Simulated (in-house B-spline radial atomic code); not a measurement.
RPA and G0W0 on HSE06: Ne IX (Ne8+)

Configuration 1s2, mean-field start HSE06. Computed with a B-spline radial code for spherical atoms: all electrons, scalar-relativistic (spin-free one-electron X2C), finite nucleus, each spin shell either full or empty, empty states to l = 9 with an (l + 1/2)⁻⁴ tail; G0W0 by contour deformation at full frequency.

Command:
```bash
python run_gw.py task.json out
```
Settings (radii: box in bohr, nucleus in fm):
```
Z                        10
electrons                2
configuration            1s2
hamiltonian              x2c
method                   hse06
lmax                     9
rms_radius               3.0055
spin_polarised           False
box_radius               7.7
intervals                68
ion_configuration        1s1
```

Run time, properties included: 1 s on 1 thread of Arm Neoverse V2 (shared host).

Energies (hartree):

| term | value |
| --- | --- |
| mean-field total | -93.94538 |
| Hartree-Fock functional on these orbitals | -93.97584 |
| direct second order | -0.093591 |
| second-order exchange | 0.046796 |
| SOSEX correction | 0.045601 |

Problem. What is the RPA correlation energy, and what remains with SOSEX?

Solution. RPA gives -0.091199 hartree (-1.24 eV per electron); RPA + SOSEX gives -0.045599, and the second-order doubles -0.046795 hartree (no singles). SOSEX takes back 50 % of the RPA value, the self-correlation of each of the two electrons.

Quasi-particle levels (eV):

```
level  occupied  mean field  Σx - vxc     Σc  QP weight     G0W0
   1s       yes    -1150.89    -45.60      ?          ?        ?
   2s        no     -246.92      8.16  -0.23      1.000  -238.98
```

G0W0 = mean field + (Σx - vxc) + Σc, with Σc (partial-wave tail included) taken at the quasi-particle energy.

Problem. Where does G0W0 put 1s?

Solution. At -1195.91 eV, with Σc = 0.59 eV and a quasi-particle weight of 0.997. The tabulated removal energy is 1195.808 eV (NIST, tabulated theory).

Problem. What does it cost to remove one electron (to 1s1) by differences of total energies, each species on its own start (correlation terms add to the Hartree-Fock functional)?

Solution. HSE06 1195.04 eV, Hartree-Fock functional 1194.84 eV, + RPA 1196.70 eV, + RPA + SOSEX 1196.08 eV, + second order 1196.11 eV. Tabulated: 1195.808 eV (NIST, tabulated theory).
